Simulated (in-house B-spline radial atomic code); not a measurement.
Ionisation energies along the 13-electron series, configuration [Ne] 3s2 3p1, as differences of self-consistent energies. NIST's values go from ground level to ground level; the uncertainty of those that are theory runs from under 0.1 % in few-electron ions to several per cent in heavy many-electron ones. Computed with a B-spline radial code for spherical atoms: non-relativistic Hartree-Fock, average of the configuration, point nuclei.

This level leaves out relativity, spin-orbit splitting included, which matters for heavy ions.

| ion | configuration after | ionisation energy (eV) | IE/(q+1)² (eV) | -ε less Coulomb ΔSCF (eV) | tabulated value (eV) | computed minus tabulated (eV) |
| --- | --- | --- | --- | --- | --- | --- |
| Sn37+ | [Ne] 3s2 | 2449.6 | 1.6964 | 0.32389 | 2499 | -49 |
| Sb38+ | [Ne] 3s2 | 2573.4 | 1.6919 | 0.32474 | 2654 | -81 |
| Te39+ | [Ne] 3s2 | 2700.1 | 1.6876 | 0.32556 | 2788 | -88 |
| I40+ | [Ne] 3s2 | 2829.9 | 1.6834 | 0.32635 | 2926 | -96 |
| Xe41+ | [Ne] 3s2 | 2962.7 | 1.6795 | 0.3271 | 3068 | -105 |
| Cs42+ | [Ne] 3s2 | 3098.5 | 1.6758 | 0.32783 | 3214 | -116 |
| Ba43+ | [Ne] 3s2 | 3237.3 | 1.6722 | 0.32854 | 3363 | -126 |
| La44+ | [Ne] 3s2 | 3379.2 | 1.6688 | 0.32922 | 3515 | -136 |
| Ce45+ | [Ne] 3s2 | ? | ? | ? | ? | ? |
| Pr46+ | [Ne] 3s2 | 3672.0 | 1.6623 | 0.3305 | 3832 | -160 |
| Nd47+ | [Ne] 3s2 | 3823.0 | 1.6593 | 0.33112 | 3997 | -174 |
| Pm48+ | [Ne] 3s2 | ? | ? | ? | ? | ? |
| Sm49+ | [Ne] 3s2 | 4134.0 | 1.6536 | 0.33228 | 4337 | -203 |
| Eu50+ | [Ne] 3s2 | 4294.0 | 1.6509 | 0.33283 | 4513 | -219 |
| Gd51+ | [Ne] 3s2 | 4457.0 | 1.6483 | 0.33337 | 4693 | -236 |
| Tb52+ | [Ne] 3s2 | 4623.1 | 1.6458 | 0.33389 | 4877 | -254 |
| Dy53+ | [Ne] 3s2 | 4792.2 | 1.6434 | 0.33439 | 5066 | -274 |
| Ho54+ | [Ne] 3s2 | 4964.3 | 1.6411 | 0.33488 | 5258 | -294 |
| Er55+ | [Ne] 3s2 | 5139.4 | 1.6388 | 0.33536 | 5455 | -316 |
| Tm56+ | [Ne] 3s2 | ? | ? | ? | ? | ? |
| Yb57+ | [Ne] 3s2 | 5498.8 | 1.6346 | 0.33627 | 5860 | -361 |
| Lu58+ | [Ne] 3s2 | 5683.0 | 1.6326 | 0.3367 | 6070 | -387 |

(1) Fill in the row of Ce45+.

(2) Fill in the row of Pm48+.

(3) Fill in the row of Tm56+.

Answers

(1) ionisation energy (eV): 3524.1; IE/(q+1)² (eV): 1.6655; -ε less Coulomb ΔSCF (eV): 0.32987; tabulated value (eV): 3672; computed minus tabulated (eV): -148.

(2) ionisation energy (eV): 3977.0; IE/(q+1)² (eV): 1.6564; -ε less Coulomb ΔSCF (eV): 0.33171; tabulated value (eV): 4166; computed minus tabulated (eV): -189.

(3) ionisation energy (eV): 5317.6; IE/(q+1)² (eV): 1.6367; -ε less Coulomb ΔSCF (eV): 0.33582; tabulated value (eV): 5656; computed minus tabulated (eV): -338.
